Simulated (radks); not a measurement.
Values are calculated unless marked as measured or tabulated.
How relativity changes the ionisation of neutral rubidium ([Kr] 5s1) to Rb+ ([Kr]). Spin-unpolarised spherical Kohn-Sham, PBEsol, point nucleus unless stated (finite: rms radius 4.2036 fm), a radial shooting solver on a logarithmic mesh with Libxc functionals. A level marked "c x" has the speed of light scaled by that factor.

level                        E(Rb) (hartree)  E(Rb+) (hartree)  IE (eV)   HOMO  <r> HOMO (bohr)
non-rel.                         -2937.93357       -2937.78658    4.000     5s            5.337
scalar-rel.                      -2979.34332       -2979.19379    4.069     5s            5.249
scalar-rel., finite nucleus      -2979.31593       -2979.16640    4.069     5s            5.249
Dirac                            -2979.59921       -2979.44968    4.069  5s1/2            5.249
Dirac, finite nucleus            -2979.57179       -2979.42226    4.069  5s1/2            5.249
Dirac, c x 2                     -2948.07143       -2947.92383    4.016  5s1/2            5.316
Dirac, c x 3                     -2942.41729       -2942.27004    4.007  5s1/2            5.327
Dirac, c x 100                   -2937.93759       -2937.79060    4.000  5s1/2            5.337

NIST Atomic Spectra Database: 4.177 eV (measured). The relativistic part of the total energy of Rb is -41.64 hartree (Dirac, finite nucleus), 1.4 % of the non-relativistic value. Spin polarisation and multiplet splitting of open shells are left out at every level.

Beside tabulated values, note that relativity, absent from the non-relativistic runs, is large for the heavy elements, and spin-unpolarised runs miss the spin-polarisation part of the exchange energy of open shells.
